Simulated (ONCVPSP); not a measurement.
## Reading a pseudo-wave (terbium (Tb))

Columns: radius, all-electron u(r) and pseudo u(r) of the 5d shell (level -15.18 eV) of terbium in the configuration [Kr] 4d10 4f8 5s2 5p6 5d1; PBE, scalar-relativistic, ONCV scheme, ONCVPSP 4.0.1.

```csv
r (bohr),all-electron,pseudo
0.148,0.1917,0.0023
0.295,-0.1009,0.0172
0.443,-0.2966,0.0543
0.590,-0.2335,0.1165
0.738,-0.0475,0.2018
0.885,0.1562,0.3008
1.033,0.3354,0.4040
1.180,0.4747,0.4995
1.328,0.5760,0.5800
1.475,0.6427,0.6398
1.623,0.6822,0.6784
1.770,0.6998,0.6971
1.918,0.7009,0.6993
2.065,0.6897,0.6889
2.213,0.6697,0.6692
2.360,0.6436,0.6433
2.508,0.6132,0.6131
2.655,0.5805,0.5804
2.802,0.5464,0.5464
2.950,0.5116,0.5115
3.098,0.4768,0.4768
3.245,0.4429,0.4429
3.393,0.4098,0.4098
3.540,0.3781,0.3781
3.688,0.3476,0.3476
3.835,0.3189,0.3189
```

(1) How many radial nodes do the two functions have?

(2) At about which radius was the pseudo-wave matched?

(3) Where does each function peak?

(4) Is the pseudo-wave norm-conserving?

## Answers

(1) The all-electron 5d function has n − l − 1 = 2; the pseudo-wave has 0, since the states of the same l below it are removed with the core.

(2) 2.95 bohr. The columns agree to 0.0005 from 2.21 bohr on; several derivatives are matched, so the curves merge somewhat inside the radius.

(3) Outermost all-electron maximum near 1.92 bohr, pseudo maximum near 1.92 bohr (to the table’s step).

(4) Yes: the ONCV scheme keeps the norm inside the radius equal to the all-electron one, which fixes the energy derivative of the logarithmic derivative at the level.
